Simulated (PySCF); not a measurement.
Towards the basis-set limit for GaO⁻

State: ¹Σ⁺, singlet, closed shell. De refers to Ga + O⁻. RHF-based CCSD(T) in PySCF 2.14 with Ga aug-cc-pwCVDZ-PP with ECP10, O aug-cc-pVDZ and Ga aug-cc-pwCVTZ-PP with ECP10, O aug-cc-pVTZ (frozen core orbitals: 5; scalar-relativistic core potentials). Correlation energies are extrapolated as n⁻³ (n = 2, 3), Hartree–Fock as (n+1)·exp(−9√n). CV is the change on freezing 4 orbitals instead, in Ga cc-pwCVTZ-PP with ECP10, O cc-pwCVTZ.

```tsv
Level	Re (Å)	ωe (cm⁻¹)	ωexe (cm⁻¹)	αe (cm⁻¹)	De (eV)
CCSD(T)/DZ	1.7235	771.7	4.21	0.00338	5.262
CCSD(T)/TZ	1.7139	793.3	4.15	0.00327	5.453
HF/CBS	1.6803	903.0	3.72	0.00282	3.399
MP2/CBS	1.7168	776.2	3.99	0.00332	6.049
CCSD/CBS	1.6977	837.6	3.82	0.00304	5.197
CCSD(T)/CBS	1.7115	797.8	4.15	0.00326	5.520
CCSD(T)/CBS+CV	1.7108	798.3	4.16	0.00327	5.522
```

Problem. How much is left between CCSD(T)/TZ and the basis-set limit, and how much do the triples give at the limit?

Solution. CCSD(T)/CBS less CCSD(T)/TZ: -2.4 mÅ in Re, +4.5 cm⁻¹ in ωe and +0.067 eV in De. CCSD(T)/CBS less CCSD/CBS: +13.8 mÅ in Re, -39.8 cm⁻¹ in ωe and +0.323 eV in De.

Problem. What do the later terms add?

Solution. CV: -0.7 mÅ in Re, +0.5 cm⁻¹ in ωe and +0.002 eV in De, each against the row above.

The T1 diagnostic is 0.031, large enough to doubt a single reference. The open-shell atoms are computed with UHF. Spin–orbit coupling, excitations beyond (T) and corrections to the Born–Oppenheimer picture are left out.

The whole job (state search and all basis sets along the bond) took about 24 min on 4 threads of Intel Xeon Platinum 8259CL @ 2.50GHz (shared host), peak memory 4.9 GiB.
